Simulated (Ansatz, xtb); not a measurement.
**Relative energy of two isomers of C7H9P**

Structure X: `CC1=CC=CC(C)=P1`, a singlet. Structure Y: `CC1=C(C)C=PC=C1`, a singlet. Both are isolated molecules in the gas phase, relaxed with PBE0-D3(BJ)/def2-SVP.

X (Å):

```xyz
17

C    -1.0678   -0.3203    2.4392
C     0.0139   -0.4360    1.3986
C     1.3321   -0.6482    1.8015
C     2.4065   -0.7691    0.9222
C     2.2732   -0.6896   -0.4626
C     1.0604   -0.4820   -1.1194
C     1.0360   -0.4140   -2.6230
P    -0.4592   -0.2937   -0.2775
H    -1.1226   -1.2328    3.0548
H    -2.0567   -0.1612    1.9853
H    -0.8710    0.5230    3.1209
H     1.5380   -0.7251    2.8757
H     3.4032   -0.9344    1.3395
H     3.1786   -0.7972   -1.0716
H     0.0203   -0.2424   -3.0083
H     1.4102   -1.3509   -3.0665
H     1.6784    0.4021   -2.9917
```

Y (Å):

```csv
atom,x (Å),y (Å),z (Å)
C,0.6500,1.1235,1.2274
C,0.9506,-0.2869,0.8114
C,1.5852,-1.1430,1.7191
C,1.9224,-2.4676,1.4675
C,0.8510,-2.0284,-0.9126
C,0.5905,-0.7267,-0.4830
C,-0.0904,0.2328,-1.4194
P,1.6181,-3.3033,-0.0195
H,1.1457,1.8554,0.5688
H,-0.4298,1.3401,1.1777
H,0.9846,1.3156,2.2557
H,1.8319,-0.7278,2.7029
H,2.4181,-3.0297,2.2661
H,0.5378,-2.2837,-1.9319
H,-0.3100,-0.2415,-2.3850
H,-1.0400,0.6014,-0.9984
H,0.5338,1.1206,-1.6113
```

Problem. Estimate E(Y) − E(X) at the level CCSD(T)/def2-SVP + ΔMP2/def2-TZVPP.

Solution. Calculated at CCSD(T)/def2-SVP + ΔMP2/def2-TZVPP: E(Y) − E(X) = −1.73 kcal/mol, so structure Y lies lower.

Level by level:

```tsv
level	geometry	E(Y) − E(X) (kcal/mol)	departure from the last row (kcal/mol)	job, with rough time for the two
GFN2-xTB	GFN2-xTB	−1.93	−0.20	optimisation, 0.13 s
HF/STO-3G	GFN2-xTB	−1.54	+0.20	single point, 0.72 s
r2SCAN-D4/def2-SVP	GFN2-xTB	−0.96	+0.77	single point, 8.4 s
PBE0-D3(BJ)/def2-SVP	PBE0-D3(BJ)/def2-SVP	−1.02	+0.71	optimisation, 52 s
HF/def2-SVP	PBE0-D3(BJ)/def2-SVP	−0.32	+1.41	part of the CCSD(T) run
MP2/def2-SVP	PBE0-D3(BJ)/def2-SVP	−1.10	+0.63	part of the CCSD(T) run
CCSD(T)/def2-SVP	PBE0-D3(BJ)/def2-SVP	−1.13	+0.60	single point
CCSD(T)/def2-SVP + ΔMP2/def2-TZVPP	PBE0-D3(BJ)/def2-SVP	−1.73		single point, 3.9 min
```

As drawn, both hold the same kinds of bond in the same numbers.

HF/def2-SVP finds them nearly level. The largest departure from CCSD(T)/def2-SVP + ΔMP2/def2-TZVPP is that of HF/def2-SVP, 1.41 kcal/mol. The last row adds to CCSD(T) the change of the MP2 difference between the two basis sets, here −0.60 kcal/mol.

With thermal terms from frequencies at re-optimised GFN2-xTB minima (ideal gas, soft modes damped towards free rotors, one conformer each, 298.15 K, 1 atm): the zero-point term adds +0.41 kcal/mol; ΔH is −1.63 and ΔG −1.08 kcal/mol.

The correlated steps freeze 12 core orbitals. Programs: Ansatz 0.2.0, xtb 6.7.1; the last row on 2 threads of Arm Neoverse V2 on a shared host.
